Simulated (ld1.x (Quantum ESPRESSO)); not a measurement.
## Before and after: TM potential for Se

| Property | Result |
| --- | --- |
| Element | Se |
| Generator | ld1.x (Quantum ESPRESSO) 7.5 |
| Type | norm-conserving Troullier–Martins (Kleinman–Bylander form) |
| Functional | LDA (PZ) |
| Relativity | scalar-relativistic |
| Frozen core | [Ar] 3d10 |
| Valence charge | 6 |
| Reference configuration | 4s2 4p4 |
| Partial waves | 4s (bound): rc 1.45 bohr; 4p (bound): rc 1.85 bohr; 4d channel at 0.05 Ry: rc 1.60 bohr |
| Local potential | the d channel |
| Core correction | none |

All-electron outer shells of the reference configuration (LDA (PZ), scalar-relativistic, ld1.x):

```
shell  level (eV)  outermost node (bohr)  outermost maximum (bohr)
   3p     -152.70                   0.21                      0.50
   3d      -53.39                      –                      0.45
   4s      -17.49                   0.70                      1.51
   4p       -6.66                   0.74                      1.80
```

Change: all radii scaled by about 0.91 (s 1.32, p 1.70, d 1.46 bohr).

Cutoffs: the cutoffs (Ry, on a coarse ladder) from which the occupation-weighted sum of valence levels, in a spherical-Bessel basis at the reference potential, stays within 10 and 1 mRy of its value at 400 Ry; they do not see the model core or the augmentation charge, which bear on the density cutoff. Errors are all-electron minus pseudo energies relative to the spin-unpolarised reference configuration.

Q: How do hardness, ghosts and transferability respond?

A: The potential gets harder (25 Ry and 55 Ry → 40 Ry and 90 Ry); both files keep a bound ghost (p, s); the number of tests that count goes from 9 to 7; of the 7 tests that both files solve, the error grows in 3 and shrinks in 0 by more than 15 % and 0.3 meV (median size 4.5 → 19.1 meV). A smaller radius makes the pseudo-wave follow the all-electron one further in, where it bends more sharply, so more plane waves are needed. That the errors move this way runs against the usual rule that smaller radii transfer better.

| quantity | base | changed |
| --- | --- | --- |
| cutoff, loose | 25 Ry | 40 Ry |
| cutoff, tight | 55 Ry | 90 Ry |
| loose cutoff by channel (10 mRy a level) | s 18 Ry, p 18 Ry | s 30 Ry, p 25 Ry |
| bound ghosts | s, p | s, p |
| tests counted (converged, no solver errors) | 9 of 9 | 7 of 9 |
| error for 4s2 4p3, meV [ΔE 11.01 eV] | -1.3 | +2.9 |
| error for 4s2 4p2, meV [ΔE 31.57 eV] | +4.5 | +29 |
| error for 4s2 4p4.3, meV [ΔE -1.64 eV] | +0.3 | +0.5 |
| error for 4s1 4p4, meV [ΔE 22.59 eV] | +3.5 | +11 |
| error for 4s0 4p6, meV [ΔE 22.09 eV] | +19 | +19 |
| error for 4s2 4p4 (spin-polarised), meV [ΔE -0.59 eV] | +82 | +82 |
| error for 4s2 4p3 (spin-polarised), meV [ΔE 9.37 eV] | +257 | +263 |

Changed file: Tests not counted: 4s2 4p1 (solver errors, printed error -42.5 eV); 4s2 4p0 (solver errors, printed error -17.4 eV). A true bound ghost makes a file unfit for plane-wave use even where its test errors are small: the radial tests pick states by their node count and pass the ghost by. Where a test does run into it, the solver fails or the error is huge.
